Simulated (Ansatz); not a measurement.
Two structures, one formula

Two relaxed structures of CH2BrSi (charge +1), closed shell (PBE0-D4/def2-TZVP; forces vanish, vibrations not checked).

A:

Si1  (-0.022, -0.550, 0.925)
C2  (-0.067, 0.376, -0.522)
Br3  (1.083, -2.060, 1.884)
H4  (-0.883, 0.159, -1.216)
H5  (0.186, 1.436, -0.432)
(Å)

B:

Si1  (-0.467, 0.352, -0.459)
C2  (0.651, -0.758, 0.473)
Br3  (0.138, -1.362, 2.093)
H4  (1.544, -1.254, 0.082)
H5  (0.292, 1.549, 0.079)
(Å)

Computed with Ansatz 0.2.0 (basis: def2-TZVPP); correlated methods freeze the cores. Filled d shells of the heavier atoms are correlated. The def2 sets are not built for correlating such inner shells, so the correlated values are less sure here. B3LYP uses VWN-RPA correlation.

**Question.** Which structure is lower at CCSD(T), and by how much? (An estimate is asked for; the value comes from the calculation.)

**Answer.** Computed: A, by 1.481 eV (electronic energy, against the other). By their contacts, A is CH₂BrSi ([CH2][Si][Br]), total charge +1 and B is CH₂BrSi ([SiH][CH][Br]), total charge +1.

All methods give the same order:

```tsv
method	E(B) − E(A) (eV)
PBE-D4	1.291
r2SCAN-D4	1.415
PBE0-D4	1.359
B3LYP-D4	1.282
wB97M-V	1.329
HF	1.282
MP2	1.593
CCSD	1.445
CCSD(T)	1.481
```

The T1 diagnostic stays at or below 0.024. The restricted Hartree–Fock reference is unstable towards an unrestricted one at one or more of these structures. A large double-excitation amplitude points to some diradical character; no triplet was computed.

Labels in which every atom is bracketed show which atoms are joined, not bond orders.

For scale, one of the runs: CCSD(T)/def2-TZVPP, 149 basis functions, launched by `ansatz run in.yaml --threads 2 --pin off --events-out ev --progress --plain --max-ram 4352MiB`. Time: 27 s of wall clock on 2 CPU threads of an Intel Xeon Platinum 8259CL; the host was shared. Peak host memory: 0.93 GiB.
